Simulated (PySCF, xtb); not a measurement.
GaH, SMILES [GaH] (connectivity only; charge and spin as stated), neutral, multiplicity 1.

xtb with GFN2-xTB at its own geometry gives an orbital gap of 3.96 eV and a dipole moment of 4.29 D.

Geometry: PBE0-D3(BJ)/def2-TZVPD.

Q: What does ωB97X/def2-TZVPD in PySCF give? (An estimate is asked for; the answer gives what the named calculation found.)

A: gap 8.28 eV (levels -8.14 and 0.14 eV), dipole 0.41 D.
